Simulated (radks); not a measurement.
Excited configurations of neutral gallium: one electron is placed in a higher orbital outside [Ar] 3d10 4s2. The ground configuration is [Ar] 3d10 4s2 4p1. Calculated with a radial shooting solver on a logarithmic mesh with Libxc functionals: scalar-relativistic Kohn-Sham, BLYP, spin-polarised, spherical densities, finite nucleus; open shells are filled with parallel spins first; Fermi nuclear charge, rms radius 3.9973 fm. Excitation = E - E(ground); binding = E(ion) - E, where the ion is the core of charge +1; n* = 1/sqrt(2 binding) in atomic units, and the quantum defect is n - n*.

\begin{tabular}{lrrrr}
outer orbital & excitation (eV) & binding (eV) & n* & quantum defect \\ \hline
4d & 4.159 & 1.634 & 2.885 & 1.115 \\
5p & 3.751 & 2.042 & 2.581 & 2.419 \\
5d & 4.702 & 1.092 & 3.531 & 1.469 \\
\end{tabular}

The Delta-SCF ionisation energy is 5.793 eV (NIST Atomic Spectra Database: 5.999 eV, measured). Self-interaction in the functional shifts the binding energies and quantum defects, so they are the method's values and not measured ones. Open shells are spherical and high-spin; term and fine-structure splittings are not resolved.
